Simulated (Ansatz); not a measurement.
CH$_{7}$OSbSi, SMILES `O[SiH2][CH2][SbH2]`, relaxed with RKS PBE0-D4/def2-TZVP in the Gaussian-basis code of Ansatz from a PBE-D4/def2-SVP geometry. The force threshold is 0.005 eV/Å; the program also tests the step.

Charge 0, multiplicity 1. Sb: def2 effective core potential.

Start:

```xyz
11

O     1.457   -0.738    1.232
Si    0.055    0.213    1.278
C    -0.230    0.968   -0.418
Sb    0.466   -0.453   -1.974
H     1.296   -1.697    1.238
H    -1.135   -0.633    1.660
H     0.279    1.276    2.317
H    -1.298    1.208   -0.590
H     0.364    1.894   -0.555
H    -0.943   -0.222   -2.971
H    -0.311   -1.817   -1.217
```

(1) By how much does the energy fall, and how many steps does the optimiser take? (An estimate is asked.)

(2) Which bonds change most? (An estimate is asked.)

(3) Give the relaxed structure. (Estimate.)

Answers

(1) The calculation gave: 10.04 kJ/mol, in 25 steps, 2 of them rejected.

(2) Computed: C3–Sb4 from 2.219 to 2.178 Å; O1–Si2 from 1.695 to 1.654 Å; Sb4–H11 from 1.742 to 1.711 Å; Si2–C3 from 1.878 to 1.848 Å.

(3) Ansatz gave: 
```xyz
11

O     1.419   -0.780    1.103
Si    0.028    0.110    1.203
C    -0.157    0.918   -0.449
Sb    0.308   -0.482   -2.052
H     1.680   -1.304    1.860
H    -1.145   -0.767    1.480
H     0.134    1.099    2.316
H    -1.177    1.280   -0.588
H     0.528    1.762   -0.555
H    -1.068   -0.057   -2.983
H    -0.549   -1.778   -1.336
```
